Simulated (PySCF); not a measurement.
# Energy of Ti⁺ (titanium, charge +1) between two integer charges

The 4s alpha orbital of [Ar] 3d2 4s1 is emptied in steps (occupation f), with all orbitals relaxed, ending at [Ar] 3d2. All numbers are calculated (PySCF 2.14, the non-relativistic Hamiltonian (point nucleus), in aug-cc-pVTZ (8s7p5d3f2g, 93 functions)). The exact energy is a straight line in f; departures are measured from the line between the end points of the same method.

```tsv
f	UHF (eV)
1	0.000
0.9	0.008
0.7	0.018
0.5	0.021
0.3	0.017
0.1	0.007
0	0.000
```

Question: For UHF, how does the orbital energy at f = 1 compare with the removal energy?

Answer: −ε = 12.941 eV against a total-energy difference of 12.852 eV. By Janak's theorem ε = ∂E/∂f, so the gap between them reflects the curvature. Along the path −ε is 12.921 (f = 0.9), 12.884 (f = 0.7), 12.849 (f = 0.5), 12.817 (f = 0.3), 12.787 (f = 0.1) eV.

Reference removal energy between the ground levels: 13.575 eV (measured; NIST Atomic Spectra Database, ionization energies). The calculation has no spin-orbit coupling. UHF lacks correlation.
